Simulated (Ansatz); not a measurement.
A nudged elastic band was laid between two geometries of FH5OSi2 (9 atoms, charge 0, multiplicity 1).

Theory: RKS B3LYP-D4/def2-SVP in Ansatz 0.2.0.

| Quantity | Value |
| --- | --- |
| movable images | 9 |
| climbing image | from the first iteration |
| spring | 5.0 eV/Å² |
| optimiser | lbfgs |
| start path | through a guess of the saddle point |
| force threshold | 0.03 eV/Å |
| iteration limit | 35 |
| end points | relaxed |

First end point:

```xyz
9
Properties=species:S:1:pos:R:3
O -0.326 1.575 -1.088
Si 0.690 0.603 -0.175
Si -0.672 -1.178 0.522
F 0.261 -2.177 1.425
H 0.044 2.377 -1.475
H 1.852 0.098 -0.973
H 1.252 1.329 1.006
H -1.807 -0.715 1.370
H -1.206 -1.960 -0.629
```

Last end point:

```xyz
9
Properties=species:S:1:pos:R:3
O -0.086 1.851 -0.895
Si 0.789 0.688 -0.061
Si -0.649 -1.098 0.492
F 0.210 -2.283 1.227
H -0.413 1.616 -1.771
H 1.949 0.174 -0.856
H 1.302 1.354 1.165
H -1.738 -0.671 1.417
H -1.277 -1.677 -0.735
```

Task: What changes between the two ends?

Result: No bond is made or broken. The dihedral H5–O1–Si2–H6 goes from -60 to 55°.

Task: What energy profile does the band end with?

Result: The run ended unconverged. The highest image is number 6 of 0 to 10, 0.8 kcal/mol above the first end and 0.2 kcal/mol above the last; the last end lies 0.6 kcal/mol above the first. The band didn't meet its force threshold, so its energies are provisional: the largest band force was still 0.06 eV/Å, and over the last iterations the top stayed at 0.04 eV.

| image | path coordinate (Å) | energy (kcal/mol) | dihedral H5–O1–Si2–H6 (°) |
| --- | --- | --- | --- |
| 0 | 0.00 | 0.0 | -60 |
| 1 | 0.13 | 0.0 | -50 |
| 2 | 0.26 | 0.2 | -40 |
| 3 | 0.38 | 0.4 | -29 |
| 4 | 0.50 | 0.6 | -18 |
| 5 | 0.63 | 0.8 | -7 |
| 6 | 0.76 | 0.8 | 5 |
| 7 | 0.91 | 0.8 | 19 |
| 8 | 1.06 | 0.7 | 32 |
| 9 | 1.21 | 0.6 | 44 |
| 10 | 1.37 | 0.6 | 55 |

The run took 17 min on 1 thread of Intel(R) Xeon(R) Platinum 8488C (Sapphire Rapids), with other jobs on the host, peak memory 0.18 GiB.
